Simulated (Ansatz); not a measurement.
Isolated molecules relaxed with PBE0-D4/def2-TZVP in Ansatz; ΔE leaves out vibrations. CCSD(T)/CBS adds triple-zeta CCSD(T) − MP2 to the extrapolated MP2 energy (def2 sets, frozen cores). This one scheme is used for every species. DFT in def2-TZVPP. For Se outer-core shells are correlated without core-valence functions, which leaves a few kJ/mol of doubt a bond. Scalar relativity is left out up to krypton. Each species was taken in one conformer, which may not be the lowest.

`FC#[C][AlH2]` + `N=C[SeH]` → `[AlH2]/[N]=C\[SeH]` + `C#CF`  (ligand exchange at the Al–C bond)

CCSD(T)/CBS gives -5.5 kcal/mol.

Question: Another level gave -5.1 kcal/mol. Which?
A. BLYP-D4/def2-TZVPP
B. PBE0-D4/def2-TZVPP
C. RPA@PBE/def2-TZVPP
D. CCSD/def2-TZVPP

Answer: D. CCSD/def2-TZVPP -5.1, PBE0-D4 -6.1, RPA@PBE/def2-TZVPP -3.9, BLYP-D4 -8.5 kcal/mol.

Question: What do rigid-rotor, harmonic-oscillator terms from PBE0-D4/def2-TZVP frequencies (298.15 K, 1 bar) make of the CCSD(T)/CBS value? (Best estimate.)

Answer: Ansatz gave: ΔZPE = -0.7 kcal/mol, ΔH = -6.1 kcal/mol, ΔS = -8 J/(mol·K), ΔG = -5.5 kcal/mol.

Largest T1 diagnostic among the species: 0.013.

From BLYP to BHLYP (50 % exact exchange), in def2-TZVPP and without D4, ΔE moves by +1.1 kcal/mol. Leaving LDA and LC-ωPBE aside and taking each functional with its dispersion term where it has one, the values, not all of them listed here, spread over 3.3 kcal/mol, from BLYP-D4 to ωB97X-V. LDA lies −2.4 kcal/mol from PBE without D4.
